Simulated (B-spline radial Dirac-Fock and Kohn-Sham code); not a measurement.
Run log: Rh⁶⁺

ΔSCF core binding energies without Breit or QED terms, calculated with a radial B-spline solver. Keys: rel is the Hamiltonian (dirac, or spin-free x2c and nr, where L3 and M5 stand for the whole 2p and 3d shells), method is hf or an exchange,correlation pair (spin-unpolarised, also for the hole states), nuc the nuclear model, radius_factor scales its radius, rmax is the box in bohr, h the logarithmic mesh step, order the B-spline order, points the quadrature points per cell, c_factor scales the speed of light, and damp, ndamp, maxit and tol steer the iteration. The run stops when the commutator error falls below 10·tol·max(1, Z/10), or the numerical noise floor, and the energy has settled to about 1e-8 Ha; the virial ratio is −V/T.

Input (task.json):

```json
{"items": [{"Z": 45, "q": 6, "cfg": [[1, 0, 2], [2, 0, 2], [2, 1, 6], [3, 0, 2], [3, 1, 6], [3, 2, 10], [4, 0, 2], [4, 1, 6], [4, 2, 3]], "A": 103, "rrms": 4.4945, "do": "settings", "holes": ["K", "L3", "M5"],
  "settings": [{"rel": "dirac", "method": "hf", "nuc": "fermi", "radius_factor": 1.0, "rmax": 45.0, "h": 0.3, "order": 8, "points": 10, "c_factor": 1.0, "maxit": 5, "damp": 0.5, "ndamp": 3, "tol": 1e-08}]}]}
```

Command: `python xray2_run.py task.json out`

Ground-state iterations:

```
iter   energy (Ha)        error
   1    -4765.37627938  1.59e+00
   2    -4772.83096484  3.43e-01
   3    -4773.77932200  8.61e-02
   4    -4773.86949427  2.77e-02
   5    -4773.87877818  1.33e-02
```

The ground state had not converged after 5 iterations, with total energy -4773.87878 Ha, virial ratio 1.95942 and highest orbital energy -96.46 eV. ΔSCF binding energies: K (1s) 23398.3 eV, L3 (2p3/2) 3121.3 eV, M5 (3d5/2) 416.7 eV (not all states converged, so these are not final).

Q: One setting is unsound. Which, and why?

A: maxit ends the run before self-consistency. With the default settings (Dirac Hartree-Fock): The ground state converged in 9 iterations, with total energy -4773.88011 Ha, virial ratio 1.95893 and highest orbital energy -96.22 eV. ΔSCF binding energies: K (1s) 23398.2 eV, L3 (2p3/2) 3121.3 eV, M5 (3d5/2) 416.7 eV.
